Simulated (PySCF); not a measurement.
Compound: MeOCH2CF3, C3H5F3O.
SMILES with atom numbers: `[CH3:1][O:2][CH2:3][C:4]([F:5])([F:6])[F:7]` (hydrogens: H8, H9, H10 on C1; H11, H12 on C3)

Structure used (PBE0-D3(BJ)/def2-SVP), in Å, numbered top down from 1:
```xyz
12
C3H5F3O angstrom
C      1.6618   -0.3298   -0.0517
O      0.6596    0.0205   -0.9691
C     -0.4368    0.6797   -0.4457
C     -1.4074   -0.2215    0.2997
F     -2.5351    0.4483    0.5565
F     -0.9134   -0.6350    1.4753
F     -1.7173   -1.3046   -0.4064
H      2.5313   -0.6600   -0.6356
H      1.3558   -1.1497    0.6201
H      1.9612    0.5351    0.5705
H     -0.1570    1.4988    0.2464
H     -0.9972    1.1172   -1.2853
```

Jobs on this species (12 atoms, 58 electrons) with PySCF (density fitting). Hardware of each: an x86-64 server with one thread, shared host. The host was shared with other jobs, so the times are rough.

Question: Rank these jobs by wall time, shortest first.
A. BHandHLYP/pcSseg-1; shieldings; 144 basis functions
B. PBE0/aug-cc-pVDZ; shieldings, charges and field gradients; 206 basis functions
C. PBE/pcSseg-1; shieldings; 144 basis functions

Answer: A (9.1 s), C (16 s), B (32 s).

All jobs:

```tsv
level and settings	work	basis functions	SCF cycles	wall time
BHandHLYP/pcSseg-1	shieldings	144	13	9.1 s
LDA/pcSseg-1	shieldings	144	14	13 s
PBE0/def2-SVP	shieldings, charges and field gradients	123	12	14 s
mPW1PW91/pcSseg-1	shieldings	144	13	14 s
B97-2/pcSseg-1	shieldings	144	14	15 s
PBE/pcSseg-1	shieldings	144	15	16 s
B97-D/pcSseg-1	shieldings	144	15	16 s
PBE0/aug-cc-pVDZ	shieldings, charges and field gradients	206	14	32 s
PBE0/def2-TZVP	shieldings, charges and field gradients	247	14	42 s
```

Q: What do all jobs in the table cost together?

A: About 2.9 min; the longest takes about 25 % of that, and about 4.6 times as long as the shortest.
